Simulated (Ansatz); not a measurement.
Ansatz (a quantum-chemistry and plane-wave program) input (MP2/6-31G*):

Ansatz 0.2 input:
```yaml
crystal:
  periodic: [false, false, false]
  atoms:
    - {symbol: Mg, position_ang: [-0.00000000, -0.00000000, -1.30205059]}
    - {symbol: Cl, position_ang: [0.00000000, 0.00000000, 0.91909453]}
basis:
  gaussian:
    orbitals: 6-31G*
total_charge: 1
magnetization: {spin_polarized: false}
correlation: {method: mp2, electrons: outside_noble_gas}
```

From the last part of the output:

```
WARN ansatz: RAYON_NUM_THREADS=1 ignored (pool sized by the plan → 1); use --threads N
Functional definition: HF
integrals: 0.00 GiB planned
301 factors; integrals over basis functions are off by at most 4.4e-4 eV
mean field: 0.06 GiB planned
mean field evaluation 1: about -17925.1834 eV, gradient 3.1e1 eV
mean field evaluation 2: about -17925.1975 eV, gradient 3.2e1 eV
mean field evaluation 4: about -17928.6031 eV, gradient 8.2e-1 eV
mean field evaluation 8: about -17928.6083 eV, gradient 5.1e-4 eV
mean field -17928.60831368 eV, -658.8642030806 hartree, gradient 1.2e-6 eV, S^2 0.000000; 0 other end points of the search recorded, 0 dependent functions left out
10 core orbitals not correlated
reference -17928.60831368 eV, -658.8642030806 hartree; 4, 4 occupied and 24, 24 virtual orbitals, 301 factors
second order -3.94027875 eV of doubles, -0.00000000 eV of singles
Total energy: -17932.54859243 eV, -659.0090056538 hartree
```

The dipole moment of an ion depends on the origin.
